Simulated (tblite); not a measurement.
Species: C8H15P.
Cartesian coordinates in Å at the GFN2-xTB level; atoms count from 1:
```xyz
24
C8H15P angstrom
C      3.2217   -0.3050   -0.1570
C      2.1810   -0.5491    0.9267
C      0.9213    0.2803    0.6999
P      0.0411   -0.1830   -0.8903
C     -0.9432   -1.6516   -0.2842
C     -2.2142   -1.1464    0.4109
C     -2.4200    0.2787    0.0051
C     -1.4247    0.8924   -0.6232
C     -1.4211    2.2991   -1.1189
H      3.5236    0.7402   -0.1702
H      2.8053   -0.5531   -1.1322
H      4.1044   -0.9184    0.0096
H      1.9224   -1.6111    0.9425
H      2.6022   -0.2992    1.9050
H      1.1889    1.3380    0.6224
H      0.2259    0.1665    1.5364
H     -0.3321   -2.2830    0.3626
H     -1.2039   -2.2435   -1.1656
H     -3.0777   -1.7553    0.1323
H     -2.1206   -1.2054    1.5004
H     -3.3561    0.7606    0.2516
H     -0.5517    2.8349   -0.7384
H     -1.3620    2.3078   -2.2072
H     -2.3225    2.8255   -0.8107
```

Computed with GFN2-xTB (tblite): harmonic, unscaled wavenumbers at the GFN2-xTB geometry, gas phase. The method is semi-empirical: single wavenumbers can be off by several per cent or more. One conformer, not necessarily the lowest.

Harmonic wavenumbers (cm⁻¹): 39.2, 70.5, 100.8, 115.2, 124.7, 191.1, 218.3, 233.6, 270.6, 311.0, 401.8, 435.5, 461.9, 621.3, 649.8, 654.5, 713.8, 760.0, 801.3, 814.0, 850.1, 939.0, 941.1, 949.1, 1008.8, 1021.1, 1026.9, 1057.7, 1090.8, 1110.4, 1114.8, 1143.3, 1178.9, 1193.1, 1231.5, 1237.1, 1257.9, 1274.6, 1297.4, 1341.2, 1398.4, 1412.5, 1438.9, 1449.4, 1472.6, 1479.8, 1482.5, 1491.7, 1496.6, 1500.6, 1695.5, 2921.0, 2935.1, 2942.7, 2950.0, 2951.4, 2963.8, 2967.0, 2975.6, 2994.1, 3009.2, 3019.3, 3022.7, 3029.8, 3034.1, 3055.5.

A = 2155, B = 951.6, C = 772.4 MHz; mass 142.091 u (most abundant isotopes); point group C1, symmetry number 1.

Task: What is the zero-point energy?

Result: Half the sum of the wavenumbers: 45672 cm⁻¹ = 546.36 kJ/mol.

Task: Entropy at 350 K, 1 bar (ideal gas, RRHO, classical rotation)?

Result: Translation 174.00, rotation 126.25, vibration 168.88: S = 469.1 J/(mol K).

Task: And Cp and H(350 K) − H(0)?

Result: Cp = 207.38 J/(mol K), of which vibrations give 174.12 (their classical limit is 66 R = 548.8); H(350 K) − H(0) = 42.18 kJ/mol without the zero-point energy, 30.54 from vibrations.

Task: What must be added to the electronic energy to get the Gibbs energy at 350 K and 1 bar?

Result: ZPE + [H(350 K) − H(0)] − T·S = 546.36 + 42.18 − 164.20 = 424.34 kJ/mol.

Task: How do the functions run with temperature in this model?

Result: 
```json
{"T (K)": "100", "S (J/(mol K))": "302.5", "Cp (J/(mol K))": "87.9", "H − H(0) (kJ/mol)": "5.94", "G − H(0) (kJ/mol)": "-24.31", "ln q(vib)": "2.14"}
{"T (K)": "200", "S (J/(mol K))": "376.8", "Cp (J/(mol K))": "131.4", "H − H(0) (kJ/mol)": "16.91", "G − H(0) (kJ/mol)": "-58.45", "ln q(vib)": "5.28"}
{"T (K)": "300", "S (J/(mol K))": "439.2", "Cp (J/(mol K))": "181.1", "H − H(0) (kJ/mol)": "32.47", "G − H(0) (kJ/mol)": "-99.30", "ln q(vib)": "8.31"}
{"T (K)": "500", "S (J/(mol K))": "555.6", "Cp (J/(mol K))": "279.4", "H − H(0) (kJ/mol)": "78.88", "G − H(0) (kJ/mol)": "-198.93", "ln q(vib)": "14.31"}
{"T (K)": "800", "S (J/(mol K))": "710.6", "Cp (J/(mol K))": "379.4", "H − H(0) (kJ/mol)": "178.96", "G − H(0) (kJ/mol)": "-389.50", "ln q(vib)": "23.14"}
{"T (K)": "1000", "S (J/(mol K))": "800.2", "Cp (J/(mol K))": "423.7", "H − H(0) (kJ/mol)": "259.49", "G − H(0) (kJ/mol)": "-540.75", "ln q(vib)": "28.73"}
```

q(vib) and H(0) count from the zero-point level.

Hindered rotation and anharmonicity are outside this model. Other conformers, if any are populated, would add a mixing term that is left out. The structure is chiral; the term R ln 2 for an equal mix with its mirror image is left out.
